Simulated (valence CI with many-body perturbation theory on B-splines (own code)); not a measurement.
**Kr³⁺: calculation against measured levels**

Level of theory: valence CI with perturbative core correlation (CI+MBPT): five valence electrons over a frozen Dirac-Fock core [Ar] 3d10, a basis of 11 s, 11 p, 10 d, 8 f, 5 g, 2 h functions for each j, with the one-electron correlation potential Σ1 (screened to all orders), the two-electron term Σ2, the three-electron term Σ3, Breit, model QED; selected single and double excitations, second order for the rest, scaled by the run's own slope (own B-spline code, finite nucleus).

Set against measurement, 66 paired levels are off by 189 cm⁻¹ on average, the worst by 409. These come from a selection out of Saloman, J. Phys. Chem. Ref. Data 36, 215 (2007). Levels without a partner in it may be off by more. Among the levels kept, up to 4100 cm⁻¹ of a level comes from second order outside the variational space, and about a tenth of that is noise between levels of different J, which matters for small intervals. 3 measured levels below the end of the list, from 202373 cm⁻¹ on, found no clear computed partner, and computed levels of the same name lie up to 1944 cm⁻¹ from them.

Measured levels: Saloman, J. Phys. Chem. Ref. Data 36, 215 (2007). Pairs share parity and J, and are chosen by configuration, term and nearness in energy; levels without a clear partner are left out. Energies in cm⁻¹ above the measured ground level.

Names give the largest LS component (configuration and term), which can be under half, so a name can repeat, a term be missing and a line seem to break the LS rules; names also repeat where a configuration has a term twice. Letters in brackets count levels of one name in rising energy.

```
      Computed label  Label in the source  Measured  Computed  Difference
      4s²4p³ ⁴S°_3/2          4s2 4p3 4S°         0       0.0           0
      4s²4p³ ²D°_3/2          4s2 4p3 2D°   17037.6   17139.3        +102
      4s²4p³ ²D°_5/2          4s2 4p3 2D°   18700.3   18772.9         +73
      4s²4p³ ²P°_1/2          4s2 4p3 2P°   31056.4   31181.0        +125
      4s²4p³ ²P°_3/2          4s2 4p3 2P°   33405.6   33526.3        +121
        4s4p⁴ ⁴P_5/2            4s 4p4 4P  118761.5  118544.9        -217
        4s4p⁴ ⁴P_3/2            4s 4p4 4P  122426.5  122182.4        -244
        4s4p⁴ ⁴P_1/2            4s 4p4 4P  124109.7  123843.4        -266
        4s4p⁴ ²D_3/2            4s 4p4 2D  145772.8  145593.1        -180
        4s4p⁴ ²D_5/2            4s 4p4 2D  146644.7  146473.8        -171
 4s²4p²4d ²P_3/2 [a]    4s2 4p2(3P) 4d 2P  163445.1  163239.7        -205
 4s²4p²4d ²P_1/2 [a]            4s 4p4 2P  166160.9  165989.4        -172
     4s²4p²4d ⁴F_3/2    4s2 4p2(3P) 4d 4F    172724  172446.2        -278
        4s4p⁴ ²S_1/2            4s 4p4 2S  173952.1  173882.1         -70
     4s²4p²4d ⁴F_5/2    4s2 4p2(3P) 4d 4F  174105.7  173840.4        -265
     4s²4p²4d ⁴F_7/2    4s2 4p2(3P) 4d 4F    176231  175935.1        -296
     4s²4p²4d ⁴F_9/2    4s2 4p2(3P) 4d 4F    178877  178573.3        -304
 4s²4p²4d ²F_5/2 [a]    4s2 4p2(1D) 4d 2F  179228.3  178991.2        -237
     4s²4p²4d ⁴D_1/2    4s2 4p2(3P) 4d 4D  180686.7  180406.6        -280
     4s²4p²4d ⁴D_7/2    4s2 4p2(3P) 4d 4D  180764.4  180490.5        -274
     4s²4p²4d ⁴D_3/2    4s2 4p2(3P) 4d 4D  181000.5  180711.4        -289
     4s²4p²4d ⁴D_5/2    4s2 4p2(3P) 4d 4D  182668.4  182402.5        -266
 4s²4p²4d ²F_7/2 [a]    4s2 4p2(1D) 4d 2F  186565.6  186279.3        -286
     4s²4p²4d ⁴P_5/2    4s2 4p2(3P) 4d 4P  201424.2  201427.5          +3
     4s²4p²4d ⁴P_1/2    4s2 4p2(3P) 4d 4P  204735.4  204751.3         +16
     4s²4p²5s ⁴P_3/2    4s2 4p2(3P) 5s 4P  205214.5  205193.0         -22
        4s4p⁴ ²P_3/2            4s 4p4 2P  205399.6  205547.7        +148
 4s²4p²4d ²D_3/2 [a]    4s2 4p2(3P) 4d 2D  207595.4  207665.8         +70
     4s²4p²5s ⁴P_5/2    4s2 4p2(3P) 5s 4P  208064.1  208012.8         -51
 4s²4p²4d ²P_1/2 [b]    4s2 4p2(1D) 4d 2P  210347.7  210461.5        +114
     4s²4p²5s ²P_3/2    4s2 4p2(3P) 5s 2P  211685.5  211641.4         -44
 4s²4p²4d ²D_5/2 [a]    4s2 4p2(3P) 4d 2D  211860.3  211949.2         +89
 4s²4p²4d ²D_5/2 [b]    4s2 4p2(1D) 4d 2D  217416.6  217460.6         +44
 4s²4p²4d ²D_3/2 [b]    4s2 4p2(1D) 4d 2D  217558.6  217614.7         +56
 4s²4p²4d ²F_5/2 [b]    4s2 4p2(3P) 4d 2F  219988.5  220216.8        +228
 4s²4p²4d ²F_7/2 [b]    4s2 4p2(3P) 4d 2F  221184.5  221409.9        +225
     4s²4p²5s ²D_3/2    4s2 4p2(1D) 5s 2D  223033.6  223089.0         +55
     4s²4p²5s ²D_5/2    4s2 4p2(1D) 5s 2D    223313  223343.9         +31
 4s²4p²4d ²P_3/2 [b]    4s2 4p2(1D) 4d 2P    225282  225442.9        +161
 4s²4p²4d ²D_5/2 [c]        4s2 4p2 4d 2D    231940  232147.4        +207
 4s²4p²4d ²D_3/2 [c]        4s2 4p2 4d 2D  232807.4  232988.2        +181
    4s²4p²5p ²S°_1/2   4s2 4p2(3P) 5p 2S°  234827.9  234592.2        -236
    4s²4p²5p ⁴D°_1/2   4s2 4p2(3P) 5p 4D°  237445.1  237210.5        -235
    4s²4p²5p ⁴D°_3/2   4s2 4p2(3P) 5p 4D°  238269.4  238078.5        -191
    4s²4p²5p ⁴D°_5/2   4s2 4p2(3P) 5p 4D°  241241.6  241023.5        -218
4s²4p²5p ²D°_3/2 [a]   4s2 4p2(3P) 5p 4P°  241802.6  241619.4        -183
    4s²4p²5p ⁴P°_1/2   4s2 4p2(3P) 5p 4P°  243567.2  243345.1        -222
4s²4p²5p ²D°_3/2 [b]   4s2 4p2(3P) 5p 2D°  243898.8  243701.6        -197
    4s²4p²5p ⁴D°_7/2   4s2 4p2(3P) 5p 4D°  244443.6  244196.7        -247
4s²4p²5p ²D°_5/2 [a]   4s2 4p2(3P) 5p 4P°  244465.9  244271.0        -195
    4s²4p²5p ⁴S°_3/2   4s2 4p2(3P) 5p 4S°  246612.9  246409.4        -203
4s²4p²5p ²D°_5/2 [b]   4s2 4p2(3P) 5p 2D°  249206.2  249000.3        -206
4s²4p²5p ²P°_3/2 [a]   4s2 4p2(3P) 5p 2P°  250173.8  250011.0        -163
4s²4p²5p ²P°_1/2 [a]   4s2 4p2(3P) 5p 2P°  250896.7  250702.5        -194
    4s²4p²5p ²F°_5/2   4s2 4p2(1D) 5p 2F°  257142.7  256982.9        -160
4s²4p²5p ²D°_3/2 [c]   4s2 4p2(1D) 5p 2D°  258355.4  258205.1        -150
    4s²4p²5p ²F°_7/2   4s2 4p2(1D) 5p 2F°  258509.6  258316.5        -193
4s²4p²5p ²D°_5/2 [c]   4s2 4p2(1D) 5p 2D°  258763.2  258598.8        -164
4s²4p²5p ²P°_1/2 [b]   4s2 4p2(1D) 5p 2P°  263160.1  263018.2        -142
4s²4p²5p ²P°_3/2 [b]   4s2 4p2(1D) 5p 2P°  265447.4  265294.5        -153
```

The table shows the lowest 60 pairs. Over 66 excited levels the mean absolute difference is 189 cm⁻¹, the median 194 and the largest 409. The comparison draws on a selection of the measured levels: 67 of the 182 computed ones have a partner in it, and others may be off by more.

These 3 measured levels below the end of the computed list are not counted above. Beside each stands the unpaired computed level of its name, or else the nearest of its J and parity; the gap is either an error of the method or a doubtful assignment.

| Label in the source | J | Measured | Unpaired level | Computed |
| --- | --- | --- | --- | --- |
| 4s2 4p2(3P) 5s 4P | 1/2 | 202373 | 4s²4p²5s ⁴P_1/2 | 200429 |
| 4s2 4p2(3P) 5s 2P | 1/2 | 208920 | 4s²4p²5s ²P_1/2 | 207372 |
| 4s2 4p2(3P) 6s 4P | 1/2 | 296713 | 4s²4p²6s ⁴P_1/2 | 294993 |
